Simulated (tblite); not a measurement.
Isomers of C6H7ClF (doublet state). Computed with GFN2-xTB (tblite): harmonic, unscaled wavenumbers at the GFN2-xTB geometry, gas phase. Against measured fundamentals such values can be off by several per cent, at times by over 20. One conformer each. Open shells enter through the occupations alone, without spin polarisation, and single modes of such species can be off by tens of per cent.

Electronic energies: GFN2-xTB at the same geometries; isomer energies are rough at this level and their order can be wrong.

```tsv
SMILES	electronic energy, lowest = 0 (kJ/mol)
C=CC/C([CH]Cl)=C/F	58.8
C=C[CH]/C(=C/F)CCl	36.6
C=[C][C@@H]1C[C@H](Cl)[C@@H]1F	140.4
C=C(C)/C(F)=C/[CH]Cl	0.0
F[C@@]12[CH]C[C@@H](C1)[C@H]2Cl	29.1
```

Q: How do GFN2-xTB zero-point energies change the relative energies?

A: 
```tsv
SMILES	ZPE (kJ/mol)	of it from modes above 1550 cm⁻¹	electronic (kJ/mol)	with ZPE, lowest = 0 (kJ/mol)	lowest mode (cm⁻¹)	rings
C=C(C)/C(F)=C/[CH]Cl	286.3	138.6	0.0	0.0	74	0
F[C@@]12[CH]C[C@@H](C1)[C@H]2Cl	295.0	126.4	29.1	37.8	161	3
C=C[CH]/C(=C/F)CCl	286.0	138.1	36.6	36.3	58	0
C=CC/C([CH]Cl)=C/F	285.9	138.8	58.8	58.4	42	0
C=[C][C@@H]1C[C@H](Cl)[C@@H]1F	287.4	135.4	140.4	141.5	37	1
```

The zero-point energies span 9.1 kJ/mol, from `C=CC/C([CH]Cl)=C/F` to `F[C@@]12[CH]C[C@@H](C1)[C@H]2Cl`. The lowest isomer stays, but the order above it changes.

Q: What do entropy and thermal enthalpy add at 298.15 K and 1 bar (rigid rotor, harmonic oscillator, one conformer each)?

A: 
| SMILES | point group | symmetry number | S (J/(mol K)) | H − H(0) (kJ/mol) | ZPE + H − H(0) − TS (kJ/mol) |
| --- | --- | --- | --- | --- | --- |
| C=C(C)/C(F)=C/[CH]Cl | Cs | 1 | 399.7 | 26.55 | 193.7 |
| F[C@@]12[CH]C[C@@H](C1)[C@H]2Cl | C1 | 1 | 352.8 | 20.96 | 210.8 |
| C=C[CH]/C(=C/F)CCl | C1 | 1 | 399.5 | 26.11 | 193.0 |
| C=CC/C([CH]Cl)=C/F | C1 | 1 | 408.6 | 26.69 | 190.8 |
| C=[C][C@@H]1C[C@H](Cl)[C@@H]1F | C1 | 1 | 390.9 | 24.66 | 195.5 |

S holds R ln(2S + 1) for the spin.
